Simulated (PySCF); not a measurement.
C3H7BO4S.
Geometry (GFN2-xTB, Å), atoms numbered from 1 in this order:
```xyz
16
C3H7BO4S angstrom
C     -0.607    1.924   -0.103
C     -0.486    0.657    0.244
B     -1.437   -0.590    0.085
O     -2.690   -0.645    0.588
O     -0.947   -1.664   -0.566
S      1.002    0.222    1.170
C      2.027   -0.693   -0.013
O      0.608   -0.672    2.229
O      1.705    1.422    1.545
H     -1.455    2.304   -0.651
H      0.170    2.627    0.159
H     -2.999    0.110    1.085
H     -1.540   -2.417   -0.574
H      2.389    0.014   -0.747
H      1.402   -1.453   -0.462
H      2.849   -1.137    0.534
```

PySCF, density fitting, gas phase, GFN2-xTB geometry. The standard run uses grid level 2 after a coarse-grid start, the def2-universal JK fitting basis (with tight functions added where the orbital basis needs them), an energy threshold of 1e-9 Eh and DIIS. The changed runs have no coarse-grid stage.

Question: Standard PBE0/pcSseg-1: E = -841.811032 Eh, HOMO -8.105 eV, LUMO -1.319 eV, dipole 4.391 D, 15 cycles (coarse-grid cycles included). What changes at PBE0/pcSseg-1 with: start guess huckel?

Answer: E = -841.811032 Eh (0.000 mEh), HOMO -8.105 eV (0.000), LUMO -1.319 eV (0.000), dipole 4.391 D (0.000), 15 SCF cycles. The result matches the standard run within 0.02 mEh and 0.003 eV; such settings steer the iterations and don't enter the energy expression.

The cycles:
```
cycle   1  E = -829.0169084697  dE =  9.247e+00  |g| = 7.099e+00  |ddm| = 8.509e+00
cycle   2  E = -787.2990997906  dE =  4.172e+01  |g| = 1.201e+01  |ddm| = 2.313e+01
cycle   3  E = -840.3216315002  dE = -5.302e+01  |g| = 2.634e+00  |ddm| = 2.282e+01
cycle   4  E = -840.7395864496  dE = -4.180e-01  |g| = 1.894e+00  |ddm| = 4.098e+00
cycle   5  E = -841.7752127448  dE = -1.036e+00  |g| = 3.922e-01  |ddm| = 2.828e+00
cycle   6  E = -841.8028725551  dE = -2.766e-02  |g| = 1.949e-01  |ddm| = 4.952e-01
cycle   7  E = -841.8082692924  dE = -5.397e-03  |g| = 1.169e-01  |ddm| = 2.514e-01
cycle   8  E = -841.8109501470  dE = -2.681e-03  |g| = 2.034e-02  |ddm| = 1.047e-01
cycle   9  E = -841.8110187765  dE = -6.863e-05  |g| = 7.844e-03  |ddm| = 2.055e-02
cycle  10  E = -841.8110311333  dE = -1.236e-05  |g| = 2.364e-03  |ddm| = 7.610e-03
cycle  11  E = -841.8110322678  dE = -1.134e-06  |g| = 5.669e-04  |ddm| = 2.339e-03
cycle  12  E = -841.8110323255  dE = -5.769e-08  |g| = 3.213e-04  |ddm| = 7.063e-04
cycle  13  E = -841.8110323455  dE = -2.000e-08  |g| = 7.950e-05  |ddm| = 2.718e-04
cycle  14  E = -841.8110323469  dE = -1.400e-09  |g| = 2.636e-05  |ddm| = 7.833e-05
cycle  15  E = -841.8110323470  dE = -1.176e-10  |g| = 1.063e-05  |ddm| = 2.516e-05
```
